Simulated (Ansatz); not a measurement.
`c1ccc(-c2ccc(-c3ccc(-c4ccc(-c5ccc(-c6ccc(-c7ccc(-c8ccccc8)cc7)cc6)cc5)cc4)cc3)cc2)cc1`, 82 atoms. Hardware: 4 threads of AMD EPYC 7R13 on a shared host and a share (37 GiB) of an NVIDIA H100 80GB HBM3.

Correlated methods freeze 48 core orbitals. Single mean-field runs in def2-SVP, def2-TZVP are fitted with def2-universal-jkfit.

(1) How many basis functions does each of these Ansatz runs have, and roughly what does it cost? B3LYP-D4/def2-SVP, charge 0 singlet, energy and forces, from earlier orbitals; PBE-D4/def2-SVP, charge -1 doublet at the geometry of the charge 0 singlet, energy, from earlier orbitals; PBE0-D4/def2-TZVP, charge 0 singlet, energy, from earlier orbitals; PBE0-D4/def2-SVP, charge 1 doublet at the geometry of the charge 0 singlet, energy; PBE-D4/def2-SVP, charge 0 triplet at the geometry of the charge 0 singlet, energy, from earlier orbitals; PBE-D4/def2-SVP, charge 0 singlet, energy, from earlier orbitals; B3LYP-D4/def2-SVP, charge 1 doublet at the geometry of the charge 0 singlet, energy, from earlier orbitals; PBE0-D4/def2-SVP, charge 0 singlet, energy, from earlier orbitals; PBE0-D4/def2-SVP, charge -1 doublet at the geometry of the charge 0 singlet, energy; B3LYP-D4/def2-SVP, charge -1 doublet at the geometry of the charge 0 singlet, energy, from earlier orbitals; PBE-D4/def2-SVP, charge 1 doublet at the geometry of the charge 0 singlet, energy, from earlier orbitals; RPA@PBE/def2-SVP, charge 0 singlet, energy, from earlier orbitals.

## Answers

(1) Other jobs shared the machine, so times can vary by a factor of up to 3.

| run | functions | fitting or Cholesky vectors | wall time | peak host memory (GiB) |
| --- | --- | --- | --- | --- |
| PBE0-D4/def2-SVP, charge 0 singlet, energy, from earlier orbitals | 842 | 4212 | 15 s | 1.2 |
| B3LYP-D4/def2-SVP, charge -1 doublet at the geometry of the charge 0 singlet, energy, from earlier orbitals | 842 | 4212 | 16 s | 1.4 |
| PBE-D4/def2-SVP, charge 0 singlet, energy, from earlier orbitals | 842 | 4212 | 16 s | 1.2 |
| PBE-D4/def2-SVP, charge 1 doublet at the geometry of the charge 0 singlet, energy, from earlier orbitals | 842 | 4212 | 17 s | 1.4 |
| PBE-D4/def2-SVP, charge -1 doublet at the geometry of the charge 0 singlet, energy, from earlier orbitals | 842 | 4212 | 18 s | 1.4 |
| B3LYP-D4/def2-SVP, charge 0 singlet, energy and forces, from earlier orbitals | 842 | 4212 | 19 s | 2.3 |
| PBE0-D4/def2-TZVP, charge 0 singlet, energy, from earlier orbitals | 1692 | 4212 | 20 s | 1.6 |
| PBE-D4/def2-SVP, charge 0 triplet at the geometry of the charge 0 singlet, energy, from earlier orbitals | 842 | 4212 | 20 s | 1.6 |
| B3LYP-D4/def2-SVP, charge 1 doublet at the geometry of the charge 0 singlet, energy, from earlier orbitals | 842 | 4212 | 20 s | 1.4 |
| RPA@PBE/def2-SVP, charge 0 singlet, energy, from earlier orbitals | 842 | 8778 | 24 s | 6.6 |
| PBE0-D4/def2-SVP, charge -1 doublet at the geometry of the charge 0 singlet, energy | 842 | 4212 | 26 s | 1.5 |
| PBE0-D4/def2-SVP, charge 1 doublet at the geometry of the charge 0 singlet, energy | 842 | 4212 | 35 s | 1.5 |
